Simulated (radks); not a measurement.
The numbers below are computed, except where a source is named.
Cu XXIX, configuration 1s1. Code: a radial shooting solver on a logarithmic mesh with Libxc functionals. Model: Dirac Kohn-Sham, BLYP, spin-unpolarised, spherical densities, finite nucleus; Fermi nuclear charge, rms radius 3.8823 fm.

Radial electron density D(r) = 4 pi r^2 rho(r):

| r (bohr) | D(r) (e/bohr) |
|---|---|
| 0.002521 | 0.6079 |
| 0.002935 | 0.7988 |
| 0.003417 | 1.045 |
| 0.003977 | 1.362 |
| 0.00463 | 1.765 |
| 0.005348 | 2.243 |
| 0.006225 | 2.869 |
| 0.007247 | 3.639 |
| 0.008437 | 4.571 |
| 0.009822 | 5.677 |
| 0.01143 | 6.958 |
| 0.01331 | 8.398 |
| 0.01537 | 9.872 |
| 0.0179 | 11.48 |
| 0.02083 | 13.03 |
| 0.02426 | 14.38 |
| 0.02824 | 15.36 |
| 0.03287 | 15.80 |
| 0.03827 | 15.56 |
| 0.0442 | 14.63 |
| 0.05145 | 12.94 |
| 0.0599 | 10.68 |
| 0.06973 | 8.143 |
| 0.08118 | 5.656 |
| 0.0945 | 3.526 |
| 0.11 | 1.938 |
| 0.1271 | 0.9610 |
| 0.1479 | 0.3887 |
| 0.1722 | 0.1292 |
| 0.2005 | 0.03429 |

D(r) has 1 maximum, at r = 0.0337 bohr.
